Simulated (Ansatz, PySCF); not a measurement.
In(Cl) cation (ClIn), SMILES [Cl][In] (connectivity only; charge and spin as stated), charge +1, multiplicity 2. Atoms are numbered in the order given.

```xyz
2

In     0.0000     0.0000    -0.5644
Cl     0.0000     0.0000     1.7813
```
Charge +1, spin multiplicity 2.

Geometry optimised at B3LYP-D3(BJ)/def2-TZVP. The spin state was assumed, not searched. The def2 effective core potentials stand for the cores of In; spin–orbit coupling is left out.

Two levels are set side by side: PBE-D3(BJ)/def2-TZVP (Ansatz, an electronic-structure program) and B3LYP-D3(BJ)/def2-TZVP (Ansatz). Each level has its own optimised geometry; the coordinates shown are those of the second. Frequencies come from the Hessian of PySCF at each geometry. Differences are taken from unrounded values.

```
quantity                            B3LYP-D3(BJ)  PBE-D3(BJ)  PBE-D3(BJ) minus B3LYP-D3(BJ)
----------------------------------  ------------  ----------  -----------------------------
bond In1–Cl2 (Å)                           2.346       2.331                         -0.015
highest harmonic wavenumber (cm⁻¹)           293         311                             18
mean harmonic wavenumber (cm⁻¹)              293         311                             18
zero-point energy (kcal/mol)                0.42        0.44                           0.03
```
